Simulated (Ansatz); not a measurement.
Born–Oppenheimer molecular dynamics of CH$_{5}$ClSn (8 atoms, charge 0, multiplicity 1). It starts from a relaxed structure.

Computed with Ansatz 0.2.0, RHF/def2-SVP.

```
ensemble                      : NVE (velocity Verlet)
time step                     : 0.5 fs
steps asked                   : 250
starting velocities drawn for : 300 K
seed                          : 194023
```

First frame:

```xyz
8
Properties=species:S:1:pos:R:3
Sn -0.066 -0.011 0.012
C 0.005 -0.003 2.159
H -1.002 -0.095 2.568
H 0.609 -0.837 2.513
H 0.447 0.929 2.512
Cl 2.179 0.134 -0.744
H -0.861 1.349 -0.638
H -0.677 -1.466 -0.633
```

Problem. How far do the bonds stretch over the last three quarters of this one trajectory? (Pairs bonded in most of those frames.)

Solution. 
```
   bond  mean (Å)  spread (Å)  shortest  longest
 Sn1–C2     2.171       0.052      2.07     2.24
Sn1–Cl6     2.381       0.052      2.30     2.45
 Sn1–H7     1.707       0.019      1.68     1.74
 Sn1–H8     1.707       0.022      1.67     1.74
  C2–H3     1.092       0.014      1.07     1.11
  C2–H4     1.092       0.017      1.06     1.12
  C2–H5     1.090       0.015      1.06     1.12
```

Mean temperature of the second half: 145 K. The conserved energy stayed within 0.11 meV per atom of its start (net change 0.049 meV per atom), so the integration is sound. Over the second half the temperature averaged 0.48 of the 300 K drawn at the start: a run that starts near a minimum puts about half its kinetic energy into the potential. A run of 0.12 ps of so small a system gives no equilibrium averages.

The run took 4.8 min on 1 thread of Intel(R) Xeon(R) 6975P-C (Granite Rapids), with other jobs on the host, peak memory 0.17 GiB.
